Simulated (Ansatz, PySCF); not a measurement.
H12Si6, charge -1, doublet, at a GFN2-xTB geometry (a state made from the parent by changing its charge; the spin is typed, not shown lowest) (in this run its highest filled SCF level lies above zero, so its values depend strongly on the basis, on diffuse functions most of all). Base run: B3LYP5/6-31G* run with PySCF.

Geometry (Å):
```xyz
18

Si    -1.2152     1.2400    -1.1746
Si     0.8040     2.0577    -0.4172
Si     2.4286     0.4426    -0.0995
Si     1.1918    -1.2704     0.9441
Si    -0.9423    -2.2058     0.5919
Si    -2.2168    -0.3157     0.2024
H     -0.9691     0.5854    -2.4822
H     -2.1453     2.3101    -1.6105
H      1.1789     3.2455    -1.2198
H      0.5076     2.7260     0.8760
H      2.6975    -0.1058    -1.4700
H      3.7228     1.2313    -0.0113
H      2.1356    -2.3818     1.2887
H      1.0049    -0.6737     2.3187
H     -1.9330    -3.2123     1.1487
H     -0.8170    -2.8671    -0.7491
H     -2.4691     0.3873     1.4865
H     -3.6169    -0.5225    -0.2361
```
Charge -1, spin multiplicity 2.
Orbitals are unrestricted.
All else is at PySCF's defaults.

The same geometry, method and basis name were run in Ansatz (a program for electronic structure) and PySCF, at each program's defaults and at the settings that a row names. The base is PySCF at its defaults. Differences at the defaults can come from grids, fitting, cores and function types together.

| code and settings | ΔE vs base (mEh) | basis functions | E (Eh) | SCF cycles |
|---|---|---|---|---|
| PySCF, defaults (exact integrals, its default grid, spherical functions) | 0.000 | 132 | -1743.80818 | 10 |
| Ansatz, defaults (factorised integrals, its default grid, Cartesian functions) | -10.860 | 138 | -1743.81904 | - |
| PySCF, density fitting with def2-universal-jkfit | -0.132 | 132 | -1743.80831 | 10 |
| PySCF, fine grid | -0.004 | 132 | -1743.80818 | 10 |
| Ansatz, high accuracy, Cartesian functions as the basis file defines them | -10.858 | 138 | -1743.81904 | - |

Open shells are given as the SCF converged; they aren't shown to be the lowest states, and a large step between rows can be another state.
